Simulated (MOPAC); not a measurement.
Input for MOPAC: PM3 on BF2H (SMILES FBF), a point of a bond scan (R = 1.780 Å).

```
PM3 1SCF PRECISE CHARGE=0 THREADS=1
BF2H

B     -0.23542436 1    -0.38535740 1     0.08189990 1
H     -1.14858380 1    -1.88007421 1     0.39957165 1
F      0.89919528 1    -0.13880538 1     0.70491879 1
F     -0.67460427 1     0.50643007 1    -0.78304996 1
```

It printed:

```
*******************************************************************************
 **                                                                           **
 **                              MOPAC v23.2.5                                **
 **                                                                           **
 *******************************************************************************
 ** MOPAC's Digital Object Identifier: https://doi.org/10.5281/zenodo.6511958 **
 **                                                                           **
 ** Please cite the open-source release paper for use of this MOPAC version:  **
 ** J. E. Moussa and J. J. P. Stewart (2026)                                  **
 ** MOPAC: An open-source semiempirical molecular orbital program             **
 ** J. Open Source Softw., 11(119), 8025, https://doi.org/10.21105/joss.08025 **
 *******************************************************************************

                              PM3 CALCULATION RESULTS

 *******************************************************************************
 *  PM3        - The PM3 Hamiltonian to be used
 *
 *
 *
 *                 CHARGE ON SYSTEM = 0
 *
 *
 *
 *  PRECISE    - TIGHTER CRITERIA TO BE USED
 *  1SCF       - DO 1 SCF AND THEN STOP
 *  THREADS=1  - MULTI-THREADING NOT USED
 *  T=         - A TIME OF 172800.0 SECONDS REQUESTED
 *  DUMP=N     - RESTART FILE WRITTEN EVERY 7200.0 SECONDS REQUESTED
 *******************************************************************************
PM3 1SCF PRECISE CHARGE=0 THREADS=1
 BF2H

   ATOM   CHEMICAL          X               Y               Z
  NUMBER   SYMBOL      (ANGSTROMS)     (ANGSTROMS)     (ANGSTROMS)

     1       B         -0.23542436  *  -0.38535740  *   0.08189990  *
     2       H         -1.14858380  *  -1.88007421  *   0.39957165  *
     3       F          0.89919528  *  -0.13880538  *   0.70491879  *
     4       F         -0.67460427  *   0.50643007  *  -0.78304996  *



          CARTESIAN COORDINATES

    NO.       ATOM           X           Y           Z

     1         B         -0.2354     -0.3854      0.0819
     2         H         -1.1486     -1.8801      0.3996
     3         F          0.8992     -0.1388      0.7049
     4         F         -0.6746      0.5064     -0.7830

  H: (PM3): J. J. P. STEWART, J. COMP. CHEM. 10, 209 (1989).
  B: (PM3): J. J. P. STEWART, J. MOL. MOD., 10, 155-164 (2004)
  F: (PM3): J. J. P. STEWART, J. COMP. CHEM. 10, 209 (1989).

           Empirical Formula: H B F2  =     4 atoms



      MOLECULAR POINT GROUP   :   C2v


      RHF CALCULATION, NO. OF DOUBLY OCCUPIED LEVELS = 9


 -------------------------------------------------------------------------------
 PM3 1SCF PRECISE CHARGE=0 THREADS=1
 BF2H



     1SCF WAS SPECIFIED, SO BFGS WAS NOT USED
     SCF FIELD WAS ACHIEVED


                              PM3 CALCULATION
                                                       MOPAC v23.2.5 Linux




          FINAL HEAT OF FORMATION =       -128.86574 KCAL/MOL =    -539.17425 KJ/MOL


          COSMO AREA              =         75.47 SQUARE ANGSTROMS
          COSMO VOLUME            =         55.97 CUBIC ANGSTROMS

          IONIZATION POTENTIAL    =         12.667610 EV
          HOMO LUMO ENERGIES (EV) =        -12.668 -0.282
          NO. OF FILLED LEVELS    =          9
          MOLECULAR WEIGHT        =         49.8147         POINT GROUP:  C2v

          MOLECULAR DIMENSIONS (Angstroms)

            Atom       Atom       Distance
            F     3    H     2     2.70530
            F     4    F     3     2.05334
            B     1    H     2     0.00000


          SCF CALCULATIONS        =          1





   ATOM   CHEMICAL          X               Y               Z
  NUMBER   SYMBOL      (ANGSTROMS)     (ANGSTROMS)     (ANGSTROMS)

     1       B         -0.23542436  *  -0.38535740  *   0.08189990  *
     2       H         -1.14858380  *  -1.88007421  *   0.39957165  *
     3       F          0.89919528  *  -0.13880538  *   0.70491879  *
     4       F         -0.67460427  *   0.50643007  *  -0.78304996  *

                             CARTESIAN COORDINATES

   1    B       -0.235424360    -0.385357400     0.081899900
   2    H       -1.148583800    -1.880074210     0.399571650
   3    F        0.899195280    -0.138805380     0.704918790
   4    F       -0.674604270     0.506430070    -0.783049960


           Empirical Formula: H B F2  =     4 atoms



      MOLECULAR POINT GROUP   :   C2v


                  EIGENVALUES
 -27.85209 -25.20769 -20.13590 -19.01925 -18.34241 -17.58116 -16.49183 -16.39142
 -12.66761  -0.28205   0.77314   4.32809   4.56332


              NET ATOMIC CHARGES AND DIPOLE CONTRIBUTIONS

  ATOM NO.   TYPE          CHARGE      No. of ELECS.   s-Pop       p-Pop
    1          B          -0.083024        3.0830     1.18574     1.89729
    2          H           0.205559        0.7944     0.79444
    3          F          -0.061267        7.0613     1.58526     5.47601
    4          F          -0.061267        7.0613     1.58526     5.47601
 DIPOLE           X         Y         Z       TOTAL
 POINT-CHG.    -1.106    -1.811     0.385     2.157
 HYBRID         0.358     0.586    -0.124     0.697
 SUM           -0.749    -1.225     0.260     1.459


          ATOMIC ORBITAL ELECTRON POPULATIONS

     Atom    s        px        py        pz
    1  B   1.18574   0.64940   0.74569   0.50220
    2  H   0.79444
    3  F   1.58526   1.72856   1.91738   1.83007
    4  F   1.58526   1.89078   1.80852   1.77671

 **********************
 *                    *
 * JOB ENDED NORMALLY *
 *                    *
 **********************




 == MOPAC DONE ==
```

The run finished.

Cost: around 0.03 core-seconds (rough).
